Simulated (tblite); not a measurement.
Species: C5H4NO (doublet state).
SMILES with atom numbers: `[N:1]=[CH:2][c:3]1[cH:4][cH:5][cH:6][o:7]1` (hydrogens: H8 on C2; H9 on C4; H10 on C5; H11 on C6)

Structure optimised with GFN2-xTB, isolated species. This method treats the open shell by occupation alone, without spin polarisation.

(1) What internal coordinates does the optimisation give?

Answers

(1) 
```tsv
bond	length (Å)
N1=C2	1.228
C2–C3	1.452
C3–C4	1.374
C4–C5	1.410
C5–C6	1.364
C6–O7	1.337
C3–O7	1.353
C2–H8	1.103
C4–H9	1.070
C5–H10	1.070
C6–H11	1.072
```

A selection of angles:
```tsv
angle	degrees
N1–C2–C3	128.6
N1–C2–H8	120.2
C3–C2–H8	111.2
C2–C3–C4	131.1
C2–C3–O7	118.9
C4–C3–O7	110.1
C3–C4–C5	105.9
C3–C4–H9	126.0
C5–C4–H9	128.1
C4–C5–C6	106.1
C4–C5–H10	127.0
C6–C5–H10	126.9
C5–C6–O7	110.9
C5–C6–H11	131.8
O7–C6–H11	117.2
C3–O7–C6	107.0
```

Dihedral angles: N1–C2–C3–C4 0° (synperiplanar).

The 5-membered ring C3–C4–C5–C6–O7 has internal angles of 105.9° to 110.9° (sum 540°, against 540° for a flat polygon); it is planar, 0.00 Å rms from its mean plane, widest ring torsion 0°. C4 (carbon bonded to 2 C and H) is planar (angles 128.1°, 126.0° and 105.9°, sum 360.0°, 0.00 Å off the plane of its three neighbours). C3 (carbon bonded to 2 C and O) is planar (angles 131.1°, 118.9° and 110.1°, sum 360.0°, 0.00 Å off the plane of its three neighbours). The C–C distances run from 1.364 Å (C5–C6, aromatic) to 1.452 Å (C2–C3, drawn single), a spread of 0.088 Å. C2 (carbon bonded to C, N and H) is planar (angles 128.6°, 120.2° and 111.2°, sum 360.0°, 0.00 Å off the plane of its three neighbours). C5 (carbon bonded to 2 C and H) is planar (angles 127.0°, 126.9° and 106.1°, sum 360.0°, 0.00 Å off the plane of its three neighbours). C6 (carbon bonded to C, O and H) is planar (angles 131.8°, 117.2° and 110.9°, sum 360.0°, 0.00 Å off the plane of its three neighbours).

Point group: Cs (tolerance 0.08 Å). Its GFN2-xTB frequencies are all real (lowest 133 cm⁻¹). 2 starts were optimised and ended at 0.00 and 1.71 kcal/mol (GFN2-xTB); the lowest of these is shown.

One conformer stands for the species.

The numbers are calculated, not measured.
